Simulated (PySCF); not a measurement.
**Electron correlation in Nb(3+) (niobium, charge +3)**

[Kr] 4d2, high-spin 3F determinant. Calculation: PySCF 2.14, in def2-TZVPPD with the def2 core potential (28 electrons); a scalar-relativistic core potential. Frozen: 4s2 4p6; 2 electrons correlated.

With two correlated electrons CCSD is exact within the correlated space (frozen core and kept virtual orbitals).

| level | correlation energy (mhartree) |
| --- | --- |
| CCSD | -4.32 |

Diagnostics: T1 = 0.00063, D1 = 0.0009, largest double amplitude 0.012.

Q: Is a single reference adequate?

A: Yes, within this model without spin-orbit coupling: T1 lies below 0.03 and no double amplitude reaches 0.07.
